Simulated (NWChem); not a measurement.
A calculation on CH₃O₂ (+1)

SMILES: OC=[OH+]
```xyz
6

O     -0.3334     1.0958     0.0000
C     -0.3909    -0.1593     0.0000
O      0.6641    -0.8569     0.0000
H      0.5751     1.4691     0.0000
H     -1.4009    -0.6001     0.0000
H      0.5253    -1.8244     0.0000
```
Charge +1, spin multiplicity 1.

The numbers come from NWChem runs, not from measurements. Structure: optimised with PBE0/def2-SVP, a minimum by its harmonic frequencies. It is one conformer; others weren't searched.

Symmetry labels belong to the abelian group Cs used in the runs, with the axes of the coordinates shown.

The structure started from a generated list of species.

List the lowest 4 singlet excitations that TD-PBE/def2-SVPD gives, with oscillator strengths.


```json
[
 {"state": "1", "symmetry": "a\"", "energy (eV)": "7.78", "wavelength (nm)": "159", "f": "0.002"},
 {"state": "2", "symmetry": "a\"", "energy (eV)": "8.15", "wavelength (nm)": "152", "f": "0.004"},
 {"state": "3", "symmetry": "a'", "energy (eV)": "8.71", "wavelength (nm)": "142", "f": "0.181"},
 {"state": "4", "symmetry": "a\"", "energy (eV)": "10.29", "wavelength (nm)": "120", "f": "0.003"}
]
```
